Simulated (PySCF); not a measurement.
CBrCl3, SMILES ClC(Cl)(Cl)Br. Geometry optimised at PBE0-D3(BJ)/def2-SVP.

Calculation: PBE0-D3(BJ)/def2-SVP in PySCF 2.14.0.

Harmonic wavenumbers (cm⁻¹): 192, 192, 251, 300, 300, 436, 733, 794, 794. Rotational constants (GHz): 1.709, 1.142, 1.142; symmetry number 3.

### Question
Work out the zero-point energy and the ideal-gas rigid-rotor harmonic-oscillator thermochemistry at 298.15 K and 1 atm.

### Answer
ZPE = ½ Σ hcν = ½ × 3991 cm⁻¹ = 5.71 kcal/mol. H − E(el) = 9.96 kcal/mol. Entropy in cal/(mol K): translation 41.76, rotation 27.17, vibration 10.51, total 79.44. G − E(el) = -13.72 kcal/mol. Cp = 20.24 cal/(mol K).
